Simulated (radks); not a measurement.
Species: Se II. Configuration: [Ar] 3d10 4s2 4p3 (the NIST ground configuration).

Calculated with a radial shooting solver on a logarithmic mesh with Libxc functionals: scalar-relativistic Kohn-Sham, PBEsol, spin-unpolarised, spherical densities, finite nucleus; Fermi nuclear charge, rms radius 4.14 fm.

Energy parts (eV):
total: -66066.141
kinetic: 67409.308
electron-nucleus: -158986.704
Hartree: 27846.528
exchange-correlation: -2335.273

Orbitals (lengths in bohr, moments of r in powers of bohr):
| orbital | occ. | eigenvalue (eV) | <r> |
|---|---|---|---|
| 1s | 2 | -12505.78 | 0.04411 |
| 2s | 2 | -1616.496 | 0.1961 |
| 2p | 6 | -1423.503 | 0.1712 |
| 3s | 2 | -223.5979 | 0.5745 |
| 3p | 6 | -163.2642 | 0.5898 |
| 3d | 10 | -63.6101 | 0.6301 |
| 4s | 2 | -26.8762 | 1.744 |
| 4p | 3 | -15.4181 | 2.115 |

The highest occupied level is 4p at -15.418 eV. For comparison, the ionisation energy in NIST's Atomic Spectra Database is 21.20 eV (measured). In exact Kohn-Sham theory the highest level is minus the ionisation energy, but local and semilocal functionals leave it too shallow, through self-interaction and a potential that decays too fast; potentials with the right tail come closer.

Beside tabulated values, note that spin-unpolarised runs miss the spin-polarisation part of the exchange energy of open shells.
